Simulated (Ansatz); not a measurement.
[LnF6]3-: gap (eV) at several levels, gas phase, relaxed structures; Ansatz. Core potentials for Ce, Sm, Yb in the def2 sets, no spin–orbit coupling. HOMO and LUMO are taken over both spins. With an open 4f shell the SCF may have ended above the lowest state. Levels of anions in sets without diffuse functions are rough. The structures are stationary points that may keep the symmetry of their start. Remarks come from the PBE and PBE0 runs and from stability tests at other levels; not every state was tested. A HOMO above zero means that the electron is unbound at that level and held by the basis, or that self-interaction error raises the level; the energy of removing that electron tells which. HOMO above LUMO (over both spins in singlets and doublets, within one spin in higher multiplets; at PBE or PBE0), or a gap under 0.15 eV within one spin, warns that the state may not be the lowest or that an electron is smeared out.

| species | state | geometry | PBE-D4/def2-SVP | PBE-D4/def2-TZVP | PBE0-D4/def2-SVP | PBE0-D4/def2-TZVP | remarks |
| --- | --- | --- | --- | --- | --- | --- | --- |
| [CeF6]3- (CeF6³⁻) | doublet | r2SCAN-D4/def2-SVP | 0.27 | 0.00 | 0.95 | 1.04 | near-degenerate levels, HOMO above zero at PBE or PBE0, gap within one spin near zero |
| [SmF6]3- (SmF6³⁻) | sextet | PBE0-D4/def2-SVP | 0.77 | 0.79 | 5.11 | 5.63 | HOMO above zero at PBE or PBE0 |
| [YbF6]3- (YbF6³⁻) | doublet | B3LYP-D4/def2-SVP | 0.45 | 0.47 | 5.65 | 5.97 | HOMO above zero at PBE or PBE0 |

Over the 3 species that have every level, the mean is 0.49 at PBE-D4/def2-SVP, 0.42 at PBE-D4/def2-TZVP, 3.90 at PBE0-D4/def2-SVP, 4.21 at PBE0-D4/def2-TZVP. Orbital gaps grow with the share of exact exchange and aren't one observable across functionals.
